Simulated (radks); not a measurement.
Task: Neutral antimony, [Kr] 4d10 5s2 5p3. All-electron calculation, non-relativistic Kohn-Sham, r2SCAN, spin-polarised, spherical densities, point nucleus; meta-GGA in the generalised Kohn-Sham scheme. Program: a radial shooting solver on a logarithmic mesh with Libxc functionals. Every spin shell is full or empty, so the densities are truly spherical. Functionals are evaluated on that one density, not self-consistently. Rank these orbital-free kinetic functionals by their error against the exact value of the orbitals, and give that value: Thomas-Fermi, von Weizsacker, TF + vW, APBEK, Thakkar, LKT, PG1, DePristo-Kress, Ernzerhof.

Result: Exact: 6313.61 hartree. From best to worst, with 100 (|E| - |E exact|)/|E exact| (equal figures are ties): DePristo-Kress -0.08, APBEK +0.14, Ernzerhof -0.38, Thakkar -0.56, Thomas-Fermi -5.25, PG1 +14.98, LKT +19.07, TF + vW +36.05, von Weizsacker -58.70.
